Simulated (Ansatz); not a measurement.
Mulliken charges of `BC1OC1=C` from r2SCAN/def2-TZVPP in Ansatz (PBE0-D4/def2-TZVP geometry).

```
atom   x (Å)   y (Å)   z (Å)  charge (e)
  B1  -1.464  -0.878  -0.285      -0.021
  C2  -0.013  -0.973   0.195       0.036
  O3   1.069  -0.774  -0.817      -0.283
  C4   0.752   0.244  -0.032       0.215
  C5   1.063   1.499   0.205      -0.259
  H6  -2.345  -1.005   0.511       0.015
  H7  -1.691  -0.614  -1.425       0.029
  H8   0.321  -1.584   1.030       0.071
  H9   1.859   1.984  -0.345       0.098
 H10   0.531   2.050   0.967       0.099
```

By hand: the dipole of these point charges (1 e Å = 4.8032 D).

Σ q r = (-0.213, 0.119, 0.286) e Å, of length 0.376 e Å = 1.81 D.

How does the dipole of the full density compare? (An estimate is asked.)

Computed: (-0.085, 0.011, 0.249) e Å, 1.26 D; the point charges give 1.44 times that, at 24° from its direction.

Point charges leave out the atoms' own dipoles, such as those of lone pairs, and Mulliken's split depends on the basis, so the two needn't agree.
